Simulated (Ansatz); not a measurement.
AgF, charge -1, doublet, geometry from GFN2-xTB (such geometries of metal compounds can be far from the true shape) (the multiplicity is a formal guess) (core potentials on Ag) (a gas-phase anion, which may not be bound at this level). Base run: Ansatz (a program for electronic structure) with CAM-B3LYP/def2-SVP.

Geometry (Å):
```xyz
2

Ag     0.0000     0.0000    -0.3816
F      0.0000     0.0000     1.9929
```
Charge -1, spin multiplicity 2.
Orbitals are unrestricted.
All else is at Ansatz's defaults.

Each row names what was changed in the base input (with any setting that the change needs).

```csv
change,E (Eh),<S^2>
base,-246.66945,0.754
functional = lc_wpbe,-246.68824,0.755
functional = pbe; dispersion = d4,-246.65090,0.752
functional = b3lyp,-246.78519,0.753
functional = pbe,-246.64999,0.752
functional = revpbe,-246.75708,0.753
functional = blyp,-246.69350,0.751
functional = pbe0,-246.62553,0.754
functional = wB97X,-246.71795,0.754
functional = r2scan,-246.73685,0.755
functional = BHLYP,-246.58958,0.753
functional = pbe0; dispersion = d3bj,-246.62600,0.754
functional = pbe0; dispersion = d4,-246.62629,0.754
```

Totals shift with the method and basis; they matter in differences.

A gas-phase anion may not be bound at this level; its values then depend on the basis.
